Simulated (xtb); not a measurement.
Species: C$_{4}$H$_{5}$N, SMILES `C=CCC#N` (charge 0, multiplicity 1).

Q: Give a relaxed geometry from xtb with GFN2-xTB.

A: One answer among several that fit: the end point of this relaxation, one of several conformers (outside a Z-matrix the atoms follow the SMILES, hydrogens last).
Bonded distances (Å): C1–C2 1.318, C1–H6 1.078, C1–H7 1.076, C2–C3 1.504, C2–H8 1.082, C3–C4 1.443, C3–H9 1.093, C3–H10 1.096, C4–N5 1.143. Angles (°): C2–C1–H6 122.0, C2–C1–H7 121.7, H6–C1–H7 116.3, C1–C2–C3 123.8, C1–C2–H8 121.0, C3–C2–H8 115.2, C2–C3–C4 110.0, C2–C3–H9 110.8, C2–C3–H10 110.2, C4–C3–H9 108.8, C4–C3–H10 108.0, H9–C3–H10 109.0, C3–C4–N5 178.9.
